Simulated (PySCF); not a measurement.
## Dipole response of Cu (copper, neutral)

[Ar] 3d9 4s1 4p1, one real determinant (an excited configuration). All numbers are calculated (PySCF 2.14, the spin-free X2C one-electron Hamiltonian (Gaussian nucleus), in aug-cc-pVTZ-DK (8s7p5d3f2g, 93 functions)). Coupled (time-dependent) response in atomic units; α is the mean over directions.

| method | mean α (bohr³) | α xx, yy, zz | C₆ (like pair) | S(−4) |
| --- | --- | --- | --- | --- |
| M06-2X | 62.44 | 48.64, 48.64, 90.06 | 509.8 | 3157 |
| PW91 | 68.31 | 48.56, 48.56, 107.8 | 568.9 | 4311 |

S(−4) is the Cauchy moment in α(ω) = α(0) + S(−4) ω² + …

α(iu) at M06-2X:

```json
{"u (hartree)": "0", "α(iu) (bohr³)": "62.44"}
{"u (hartree)": "0.0500", "α(iu) (bohr³)": "55.94"}
{"u (hartree)": "0.100", "α(iu) (bohr³)": "44.54"}
{"u (hartree)": "0.200", "α(iu) (bohr³)": "26.92"}
{"u (hartree)": "0.300", "α(iu) (bohr³)": "17.17"}
{"u (hartree)": "0.500", "α(iu) (bohr³)": "8.770"}
{"u (hartree)": "0.750", "α(iu) (bohr³)": "5.061"}
{"u (hartree)": "1.00", "α(iu) (bohr³)": "3.477"}
{"u (hartree)": "1.50", "α(iu) (bohr³)": "2.092"}
{"u (hartree)": "2.00", "α(iu) (bohr³)": "1.459"}
{"u (hartree)": "3.00", "α(iu) (bohr³)": "0.8592"}
{"u (hartree)": "5.00", "α(iu) (bohr³)": "0.4190"}
```

A single London oscillator, α(iu) = α/(1 + u²/ω²), gives C₆ = (3/4) ω α². Matching the computed C₆ needs ω = 4 × 509.8 / (3 × 62.44²) = 0.174 hartree.

The components differ because the open shell of this determinant is not spherical; for a pure term their mean is the scalar polarisability.

⟨L²⟩ = 8.02 against 12 for a pure F term, so this real determinant mixes terms.
